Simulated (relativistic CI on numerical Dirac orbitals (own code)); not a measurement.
Method of calculation: Dirac-Coulomb-Breit CI, KLI orbitals optimised for each configuration, QED by a radiative potential, unscaled Slater integrals (own radial code, finite nucleus).

The strongest absorption lines from the ground level of an ion, among the configurations computed and to levels below about 356 eV (vacuum wavelength in nm, gf): 3.5512 (0.47), 3.5539 (0.75), 7.4512 (6.7), 7.7822 (1.8), 7.8684 (8.1), 9.3065 (0.53), 9.8244 (0.58), 10.027 (0.52).

Which ion is it?
A. Tb XXIX
B. Pr XXIII
C. Pm XXVII
D. Pm XXV

D. Pm XXV has 37 electrons and the ground level 4s²4p⁶4d ²D3/2; the strongest line goes to 4s²4p⁵4d² ²F°5/2. The pattern of lines fixes the number of electrons, and along that sequence the line energies rise steadily with the charge (about as its square where n changes within one kind of shell, about linearly where n is kept but much faster in heavy ions where fine structure, which grows about as Z⁴, sets the gap, and irregularly where shells cross), which fixes Z. Configurations outside the model, such as inner-shell arrays, can give stronger lines. At this charge energies of transitions that change n are usually good to better than 1 %, and those within a shell (Δn = 0) to a few per cent.

LS names give the leading component of a level, which can be under half, so a name can repeat, a term be missing and a line seem to break the LS rules.
